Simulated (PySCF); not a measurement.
PySCF 2.14 output of an unrestricted B3LYP calculation on a single atom or ion in aug-cc-pwCVQZ-X2C, with the spin-free X2C one-electron Hamiltonian (Gaussian nucleus):

```
SCF conv_tol = 1e-09
number electrons alpha = 9  beta = 9
    P. J. Stephens, F. J. Devlin, C. F. Chabalowski, and M. J. Frisch.,  J. Phys. Chem. 98, 11623 (1994)
cycle= 1 E= -679.816497744368  delta_E= -0.00759  |g|= 0.0159  |ddm|= 1.12
cycle= 2 E= -679.816541649015  delta_E= -4.39e-05  |g|= 0.00919  |ddm|= 0.0758
cycle= 3 E= -679.816555363917  delta_E= -1.37e-05  |g|= 0.000362  |ddm|= 0.0198
cycle= 4 E= -679.816555380162  delta_E= -1.62e-08  |g|= 4.23e-05  |ddm|= 0.000977
cycle= 5 E= -679.816555380622  delta_E= -4.6e-10  |g|= 1.05e-07  |ddm|= 0.000143
converged SCF energy = -679.816555380622  <S^2> = 3.5527137e-15  2S+1 = 1
```

The run itself started from symmetry-adapted Hartree-Fock orbitals and held the occupation by maximum overlap, on a logarithmic radial grid, so the iterations belong to that start.

Which element, charge and spin multiplicity is this?

Ca(2+) (calcium, charge +2), multiplicity 1; the state was [Ar], closed-shell 1S.
